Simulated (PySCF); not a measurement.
C2H5FSi2. Atoms are numbered in the order given.

```xyz
10

C      2.0665     1.9365     0.2716
C      1.3389     1.0141    -0.0908
Si     0.1790    -0.3170    -0.5840
F      0.8081    -1.7717    -0.1424
Si    -1.8617     0.0009     0.5379
H      2.7138     2.7458     0.5856
H      0.0421    -0.3179    -2.0791
H     -2.8396    -1.0856     0.1802
H     -1.6272    -0.0078     2.0231
H     -2.4356     1.3324     0.1325
```

Coordinates come from a PBE-D3(BJ)/def2-SVP optimisation. The structure was generated by enumeration; whether it is a known compound was not checked.

Computed with PBE-D3(BJ)/def2-SVP run with PySCF.

Frequencies are harmonic and unscaled.

```
mode  ν (cm⁻¹)  IR (km/mol)  moving atoms (share of kinetic energy)
----  --------  -----------  --------------------------------------
1           85          0.4                 C 37 %, Si 36 %, H 19 %
2           97          0.2                                  H 95 %
3          149          1.4         C 37 %, F 26 %, Si 20 %, H 17 %
4          155          5.1         F 53 %, Si 23 %, H 14 %, C 10 %
5          278         19.3                 C 66 %, H 24 %, Si 10 %
6          339         28.9         C 57 %, Si 16 %, F 15 %, H 12 %
7          404          1.1                 Si 57 %, H 24 %, C 12 %
8          487         13.1                         H 80 %, Si 13 %
9          516         25.9                         H 58 %, Si 35 %
10         631         54.4                 C 45 %, Si 42 %, H 11 %
11         686         22.4                          H 76 %, C 24 %
12         720         22.6                          H 76 %, C 24 %
13         743        312.5                         H 85 %, Si 12 %
14         789         18.6                          H 80 %, F 17 %
15         832         93.8                         H 81 %, Si 15 %
16         869         65.2                 Si 37 %, F 35 %, H 28 %
17         896         43.4                                  H 97 %
18         902         83.0                          H 88 %, Si 8 %
19        2081         45.4                           C 90 %, H 9 %
20        2154         48.4                                  H 99 %
21        2170         75.0                                  H 96 %
22        2172         16.8                                  H 97 %
23        2179        141.6                                  H 96 %
24        3388         53.9                          H 86 %, C 14 %
```
